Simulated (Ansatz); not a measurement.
A run for Ansatz (a first-principles code): R-SVWN5/def2-TZVPP on Cl2 (SMILES ClCl).

Ansatz 0.2 input:
```yaml
crystal:
  periodic: [false, false, false]
  atoms:
    - {symbol: Cl, position_ang: [0.00000000, -0.00000000, -1.00672443]}
    - {symbol: Cl, position_ang: [-0.00000000, 0.00000000, 1.00672443]}
basis:
  gaussian:
    orbitals: def2-TZVPP
hamiltonian:
  xc: {name: SVWN5}
scf: {lower_state_search: off}
```

Output:

```
WARN ansatz: RAYON_NUM_THREADS=4 ignored (pool sized by the plan → 4); use --threads N
Functional definition: SVWN5
these checks for a lower state are left out or cut short: stability, starts, cluster_reference, orbital_swaps, neighbouring_geometries, increment
integrals: 0.02 GiB planned
588 factors; their error is unknown
mean field: 0.18 GiB planned
mean field evaluation 1: about -24964.4584 eV, gradient 8.7e0 eV
mean field evaluation 2: about -24964.5587 eV, gradient 5.2e0 eV
mean field evaluation 4: about -24964.6050 eV, gradient 1.6e-1 eV
mean field evaluation 8: about -24964.5867 eV, gradient 6.3e-4 eV
mean field -24964.58665254 eV, -917.4316378764 hartree, gradient 1.7e-6 eV, S^2 0.000000; 0 other end points of the search recorded, 0 dependent functions left out
reference -24964.58667635 eV, -917.4316387511 hartree; 17, 17 occupied and 67, 67 virtual orbitals, 588 factors
Total energy: -24964.58667635 eV, -917.4316387511 hartree
Checks for a lower state left out: stability, starts, cluster_reference, orbital_swaps, neighbouring_geometries, increment
```

The run converged.

Cost: roughly 0.28 core-seconds.
